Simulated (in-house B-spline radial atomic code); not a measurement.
Removal energies of one electron outside the [Ne] 3s2 3p6 core along the 19-electron series, with the parts due to correlation (partial-wave tail included) and to Breit and QED terms, both contained in the total; recoil is left out. Computed with an all-electron radial atomic-structure program (B-spline basis): frozen-core Dirac-Hartree-Fock with a screened correlation potential.

```csv
ion,Z,removal energy of 3d3/2 (eV),correlation part of 3d3/2 (eV),Breit and QED part of 3d3/2 (eV),removal energy of 3d5/2 (eV),correlation part of 3d5/2 (eV),Breit and QED part of 3d5/2 (eV)
Tc24+,43,1167.3,2.8411,-0.35472,1162.07,2.7845,-0.13013
Ru25+,44,1254.83,2.8407,-0.39987,1248.91,2.7802,-0.15366
Rh26+,45,?,?,?,?,?,?
Pd27+,46,1439.17,2.8385,-0.50061,1431.69,2.7695,-0.20714
Ag28+,47,1535.99,2.8367,-0.55647,1527.63,2.7632,-0.23724
Cd29+,48,1635.92,2.8345,-0.61612,1626.59,2.7564,-0.26971
In30+,49,1738.95,2.8321,-0.67972,1728.59,2.7491,-0.30459
Sn31+,50,1845.1,2.8295,-0.74737,1833.61,2.7415,-0.34199
Sb32+,51,?,?,?,?,?,?
Te33+,52,2066.77,2.8242,-0.89539,2052.75,2.7254,-0.42466
I34+,53,2182.29,2.8214,-0.97602,2166.86,2.7169,-0.47008
Xe35+,54,2300.95,2.8189,-1.0612,2284.01,2.7084,-0.51836
Cs36+,55,2422.75,2.8164,-1.1511,2404.19,2.6999,-0.56954
Ba37+,56,?,?,?,?,?,?
La38+,57,2675.79,2.8117,-1.3456,2653.64,2.6823,-0.68101
Ce39+,58,2807.05,2.8095,-1.4504,2782.92,2.6734,-0.74148
```

(1) Fill in the row of Rh26+.

(2) Fill in the row of Sb32+.

(3) Fill in the row of Ba37+.

Answers

(1) removal energy of 3d3/2 (eV): 1345.45; correlation part of 3d3/2 (eV): 2.8398; Breit and QED part of 3d3/2 (eV): -0.44846; removal energy of 3d5/2 (eV): 1338.79; correlation part of 3d5/2 (eV): 2.7751; Breit and QED part of 3d5/2 (eV): -0.17931.

(2) removal energy of 3d3/2 (eV): 1954.37; correlation part of 3d3/2 (eV): 2.8269; Breit and QED part of 3d3/2 (eV): -0.81923; removal energy of 3d5/2 (eV): 1941.66; correlation part of 3d5/2 (eV): 2.7336; Breit and QED part of 3d5/2 (eV): -0.38198.

(3) removal energy of 3d3/2 (eV): 2547.7; correlation part of 3d3/2 (eV): 2.8139; Breit and QED part of 3d3/2 (eV): -1.2459; removal energy of 3d5/2 (eV): 2527.4; correlation part of 3d5/2 (eV): 2.6911; Breit and QED part of 3d5/2 (eV): -0.62374.
